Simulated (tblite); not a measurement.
Species: C2H5OSi (doublet state).
Atom-mapped SMILES: `[CH2:1][SiH2:2][CH:3]=[O:4]` (hydrogens: H5, H6 on C1; H7, H8 on Si2; H9 on C3)

Structure optimised with GFN2-xTB, isolated species. This method treats the open shell by occupation alone, without spin polarisation.

(1) List the bond lengths, angles and torsions at this level.

## Answers

(1) 
```csv
bond,length (Å)
C1–Si2,1.823
Si2–C3,1.945
C3=O4,1.198
"C1–H5, C1–H6",1.077
"Si2–H7, Si2–H8",1.462
C3–H9,1.109
```

Bonds in one row agree within 0.01 Å and their mean is given. A selection of angles:
```csv
angle,degrees
Si2–C1–H5,122.6
Si2–C1–H6,122.1
H5–C1–H6,114.5
C1–Si2–C3,101.3
C1–Si2–H7,114.5
C1–Si2–H8,115.1
C3–Si2–H7,104.6
C3–Si2–H8,106.7
H7–Si2–H8,113.0
Si2–C3–O4,123.8
Si2–C3–H9,116.0
O4–C3–H9,120.1
```

Dihedral angles: C1–Si2–C3–O4 95° (anticlinal). The mirror-image conformer, all signs reversed, is as good.

C3 (carbon bonded to O, Si and H) is planar (angles 123.8°, 120.1° and 116.0°, sum 359.9°, 0.03 Å off the plane of its three neighbours). C1 (carbon bonded to Si and 2 H) is almost planar (angles 122.6°, 122.1° and 114.5°, sum 359.2°, 0.07 Å off the plane of its three neighbours). Si2 (silicon bonded to 2 C and 2 H) is distorted tetrahedral (angles from 101.3° to 115.1°). The 2 C–Si bonds span 1.823 Å (C1–Si2, drawn single) to 1.945 Å (Si2–C3, drawn single), a spread of 0.122 Å.

Point group: C1 (no symmetry element, even within 0.4 Å). Its GFN2-xTB frequencies are all real (lowest 65 cm⁻¹). Torsions: H–C1–Si2–C3 84° and -85°, C1–Si2–C3–O4 95°. 2 starts were optimised and ended at 0.00 and 2.91 kcal/mol (GFN2-xTB); the lowest of these is shown.

The numbers are calculated, not measured.
